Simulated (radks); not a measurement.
Task: The titanium ion Ti10+, [Ne] 3s2. All-electron calculation, non-relativistic Kohn-Sham, r2SCAN, spin-polarised, spherical densities, point nucleus; meta-GGA in the generalised Kohn-Sham scheme. Program: a radial shooting solver on a logarithmic mesh with Libxc functionals. Every spin shell is full or empty, so the densities are truly spherical. Functionals are evaluated on that one density, not self-consistently. Rank these exchange functionals by their error against the exact value of the orbitals, and give that value: LDA, B88, PBEsol, PW86, SOGGA, B86b, G96, TPSS, revTPSS, SCAN, Tao-Mo, TASK, MVS.

Result: Exact: -34.7248 hartree. From best to worst, with 100 (|E| - |E exact|)/|E exact| (equal figures are ties): B88 -0.02, B86b +0.05, G96 +0.09, TPSS +0.15, SCAN +0.19, Tao-Mo -0.24, MVS -0.40, PW86 +0.45, revTPSS -0.57, TASK -3.14, PBEsol -3.50, SOGGA -3.55, LDA -7.96.
